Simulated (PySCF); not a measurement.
Excited states between 380 and 750 nm. Vertical TDDFT excitations of isolated species (PySCF; the level stands beside each; core orbitals frozen in the response), one conformer each, no solvent. Relativistic effects are left out although some hold elements past zinc. Ions are computed without counter-ions or solvent.

1. `[OH3+]`
2. `C[SiH2][Si@@H](F)C=O`
3. `C=C(C=O)S(C)(=O)=O`
4. `O=S(=O)(O)[C@@H]1C=CC1`
5. `CCC[SiH2]S[SiH3]`
6. `C=CC[C@H]1C[CH2][GeH2][CH2]1`
7. `COB(N)Cl`
8. `O=[N+]([O-])F`

Q: For which of them does the calculation put a singlet between 380 and 750 nm?

A: 2.

1. (CAM-B3LYP/def2-SVPD on a GFN2-xTB geometry) 108 nm (f 0.041); 90 nm (f 0.025 summed over 2 states); 76 nm (f 0.000 summed over 3 states) [of 8 roots; the last level is left out, as the window may have cut its degenerate partner].
2. (CAM-B3LYP/def2-SVPD on a GFN2-xTB geometry) 392 nm (f 0.002); 229 nm (f 0.012); 194 nm (f 0.004); 191 nm (f 0.108); 181 nm (f 0.044). S1 lies in the visible range (380 to 750 nm), at 392 nm, f = 0.0024; light of that wavelength is violet, and its complementary colour is yellow-green; a Tamm–Dancoff triplet lies at 498 nm, without intensity as long as spin–orbit coupling is left out.
3. (PBE0/def2-SVPD on a GFN2-xTB geometry) 341 nm (f 0.001); 258 nm (f 0.003); 246 nm (f 0.003); 220 nm (f 0.019); 208 nm (f 0.001). No computed singlet lies in the visible range (380 to 750 nm); the lowest, at 341 nm, stands 0.37 eV above its violet end (3.26 eV); a Tamm–Dancoff triplet lies at 399 nm, without intensity as long as spin–orbit coupling is left out.
4. (PBE0/def2-SVPD on a GFN2-xTB geometry) 181 nm (f 0.162); 173 nm (f 0.012); 171 nm (f 0.003); 167 nm (f 0.022); 162 nm (f 0.003).
5. (wB97X-D/def2-SVPD on a GFN2-xTB geometry) 203 nm (f 0.017); 194 nm (f 0.000); 188 nm (f 0.000); 170 nm (f 0.001); 168 nm (f 0.034).
6. (B3LYP/def2-SVPD on a PBE0-D3(BJ)/def2-SVP geometry) 185 nm (f 0.056); 180 nm (f 0.017); 177 nm (f 0.006); 175 nm (f 0.180); 173 nm (f 0.020).
7. (CAM-B3LYP/def2-SVPD on a PBE0-D3(BJ)/def2-SVP geometry) 174 nm (f 0.024); 157 nm (f 0.035); 153 nm (f 0.031); 148 nm (f 0.001); 144 nm (f 0.012).
8. (CAM-B3LYP/aug-cc-pVTZ on a PBE0-D3(BJ)/def2-TZVP geometry) 239 nm (f 0.000); 190 nm (f 0.000); 177 nm (f 0.017); 156 nm (f 0.000); 149 nm (f 0.001).
